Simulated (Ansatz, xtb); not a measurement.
Complex: H2O (SMILES O) (first 3 atoms) with HCl (SMILES Cl); geometry from B3LYP-D3(BJ)/def2-TZVP.
(charge 0, multiplicity 1):
```xyz
5

O      0.21157     0.56182     0.17731
H      0.72368    -0.15698    -0.20990
H     -0.66149     0.51655    -0.22834
Cl     0.08215     0.38190     3.31641
H      0.15798     0.50223     2.01991
```

Monomers are frozen at their geometry in the pair; levels with a basis set take the counterpoise correction.

Run with Ansatz (Gaussian basis) for Hartree–Fock, density functionals and correlated methods; xtb for the GFN methods. Each number belongs to the level named beside it.

Q: Give the interaction energy at the level GFN2-xTB.

A: -6.7 kcal/mol

Q: What is the computed interaction energy (revPBE/def2-TZVPPD)?

A: -4.2 kcal/mol

Q: Estimate the interaction energy that wB97M-V/def2-TZVPPD returns for this input.

A: -5.6 kcal/mol

Ansatz is a first-principles code.
